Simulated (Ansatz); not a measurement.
A run on CH4BClSe, SMILES `CB(Cl)[SeH]` with other settings.

```yaml
crystal:
  periodic: [false, false, false]
  atoms:
    - {symbol: C, position_ang: [0.022332, 0.925975, -0.012075]}
    - {symbol: B, position_ang: [0.513142, -0.548461, -0.086759]}
    - {symbol: Cl, position_ang: [2.222346, -0.882340, -0.357526]}
    - {symbol: Se, position_ang: [-0.602793, -2.112982, 0.097063]}
    - {symbol: H, position_ang: [0.545486, 1.444430, 0.798656]}
    - {symbol: H, position_ang: [0.297263, 1.452629, -0.932016]}
    - {symbol: H, position_ang: [-1.051131, 1.033565, 0.143412]}
    - {symbol: H, position_ang: [-1.854546, -1.369815, 0.293345]}
basis:
  gaussian: {orbitals: 6-31G, fitting: {mean_field: cc-pVTZ-jkfit}}
magnetization: {spin_polarized: true, initial_magnetization: 0}
hamiltonian: {xc: {name: SVWN5}}
```

```sh
$ ansatz run in.yaml --threads 4 --pin off --events-out ev --progress --plain --max-ram 10444MiB
```

It prints (some lines left out):

```
Functional definition: SVWN5
606 factors; integrals over basis functions are off by at most 3.6e-2 eV
mean field evaluation 1: about -79484.4612 eV, gradient 3.4e1 eV
mean field evaluation 2: about -79478.0896 eV, gradient 4.6e1 eV
mean field evaluation 4: about -79490.0287 eV, gradient 3.7e0 eV
mean field evaluation 8: about -79490.1077 eV, gradient 3.9e-2 eV
mean field -79490.10771031 eV, -2921.2075780236 hartree, gradient 3.0e-5 eV, S^2 0.000000; 0 other end points of the search recorded, 0 dependent functions left out
reference -79490.10773577 eV, -2921.2075789594 hartree; 33, 33 occupied and 35, 35 virtual orbitals, 606 factors
Total energy: -79490.10773577 eV, -2921.2075789594 hartree
```

Run time 0.45 s (4 threads of an Arm Neoverse V1 on a shared host); peak host memory 0.4 GiB.
